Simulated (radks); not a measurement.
Q: Cu15+, configuration [He] 2s2 2p5.75 3s2 3p2.25 (fractional occupations, a model configuration). All-electron calculation, Dirac Kohn-Sham, PBE, spin-unpolarised, spherical densities, finite nucleus; open shells fill j = l - 1/2 first; Fermi nuclear charge, rms radius 3.8823 fm. Program: a radial shooting solver on a logarithmic mesh with Libxc functionals.

Spin-orbit splittings of the eigenvalues, e(l+1/2) - e(l-1/2), with zeta = 2 splitting/(2l+1) and mean radii in bohr:

shell  occ.  splitting (eV)  zeta (eV)  <r> j=l-1/2  <r> j=l+1/2
2p     5.75               ?          ?       0.2011       0.2043
3p     2.25           4.292      2.861       0.5901       0.5953
3d        0          0.8157     0.3263       0.5450       0.5464
4p        0           1.505      1.003        1.187        1.194
4f        0         0.08570    0.02449        1.072        1.072

Estimate the 2p splitting.

A: 21.03 eV (zeta = 14.02 eV).
